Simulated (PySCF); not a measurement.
# Excitation energy of Bi²⁺ by level of theory

Bi²⁺ [Xe] 4f14 5d10 6s2 6p1 (2P) → Bi²⁺ [Xe] 4f14 5d10 6s2 6d1 (2D), as a difference of total energies. Computed with PySCF 2.14 in aug-cc-pVTZ-PP with one added diffuse shell each of d, f type with ECP60MDF (6s5p5d3f, 67 functions), with scalar relativity through the core potential. Correlated levels: valence: 5s2 5p6 5d10 frozen. The calculations carry no spin-orbit coupling.

```tsv
method	excitation energy (eV)
UHF	10.975
MP2 (valence)	10.776
SCS-MP2 (valence)	10.787
CCSD (valence)	10.094
CCSD(T) (valence)	9.904
```

Question: How much does correlation contribute at CCSD(T) (valence)?

Answer: 9.904 − (10.975) = -1.071 eV, measured against UHF.

The promoted electron is Rydberg-like, and one or two diffuse shells describe it only roughly, which tends to raise the upper state.

The coupled-cluster amplitudes are large for the upper state (T1 above 0.03 or a double amplitude above 0.15), so a single reference is strained.
